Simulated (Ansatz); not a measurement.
```yaml
crystal:
  periodic: [false, false, false]
  atoms:
    - {symbol: N, position_ang: [3.022881, 0.289841, -1.790594]}
    - {symbol: C, position_ang: [2.030348, 0.796015, -1.507159]}
    - {symbol: C, position_ang: [0.759349, 1.397112, -1.132870]}
    - {symbol: C, position_ang: [-0.242672, 0.362284, -0.621444]}
    - {symbol: C, position_ang: [0.242712, -0.362296, 0.621423]}
    - {symbol: C, position_ang: [-0.759372, -1.397081, 1.132851]}
    - {symbol: C, position_ang: [-2.030345, -0.795990, 1.507215]}
    - {symbol: N, position_ang: [-3.022864, -0.289851, 1.790757]}
    - {symbol: H, position_ang: [0.357725, 1.920692, -2.004295]}
    - {symbol: H, position_ang: [0.952195, 2.154635, -0.366814]}
    - {symbol: H, position_ang: [-1.183192, 0.878407, -0.409512]}
    - {symbol: H, position_ang: [-0.448575, -0.360906, -1.416667]}
    - {symbol: H, position_ang: [1.183212, -0.878477, 0.409522]}
    - {symbol: H, position_ang: [0.448670, 0.360915, 1.416604]}
    - {symbol: H, position_ang: [-0.357770, -1.920753, 2.004239]}
    - {symbol: H, position_ang: [-0.952300, -2.154537, 0.366753]}
basis:
  gaussian: {orbitals: aug-cc-pVDZ, point_charges: [{charge: 1.00, position_ang: [6.728, 0.031, -0.537]}]}
hamiltonian: {xc: {name: HF}}
correlation: {method: mp2, frozen_orbitals: {N: 0}}
```

```sh
$ ansatz run in.yaml --threads 2 --pin off --events-out ev --progress --plain --max-ram 32768MiB --backend cpu
```

Shortened log:

```
Functional definition: HF
  name "HF"
  cite "Fock, Z. Phys. 61, 126 (1930) doi:10.1007/BF01340294"
  parent pbe
  exchange = exact_x
  correlation = 0
Error: "frozen_orbitals" has no count for C
```

In this input frozen orbitals are typed for one element alone, and the program wants a count for each. The program refused the input.
